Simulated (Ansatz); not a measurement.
`F[CH]1[BH][Al]1[F]`. The species carries charge 0 and has multiplicity 1. The structure was optimised at the PBE0-D4/def2-TZVP level.

```xyz
7

F     0.675    0.491    2.049
C     0.200    0.244    0.810
B     0.812   -0.664   -0.141
Al   -0.693   -0.125   -1.314
F    -2.043    0.565   -1.941
H    -0.712    0.858    0.692
H     1.761   -1.369   -0.156
```

(1) What is the dipole moment at B3LYP/def2-TZVPP? (Estimate.)

(2) And with PBE, r2SCAN, ωB97M-V? (Best estimate.)

(3) Give the Mulliken charges with B3LYP, ωB97M-V, PBE in def2-TZVPP. (Best estimate.)

Answers

(1) Computed: 2.51 D, with components (-1.08, -0.29, -2.25) D in this frame, pointing from negative to positive charge.

(2) The calculation gave: PBE 2.19 D, r2SCAN 2.37 D, ωB97M-V 2.68 D.

(3) Ansatz gave: 
| atom | B3LYP | ωB97M-V | PBE |
| --- | --- | --- | --- |
| F1 | -0.19 | -0.19 | -0.14 |
| C2 | 0.09 | 0.04 | 0.08 |
| B3 | -0.16 | -0.22 | -0.22 |
| Al4 | 0.43 | 0.47 | 0.42 |
| F5 | -0.30 | -0.29 | -0.25 |
| H6 | 0.08 | 0.09 | 0.08 |
| H7 | 0.05 | 0.10 | 0.03 |

B3LYP here is the variant with VWN-RPA as its local correlation; programs differ in this.
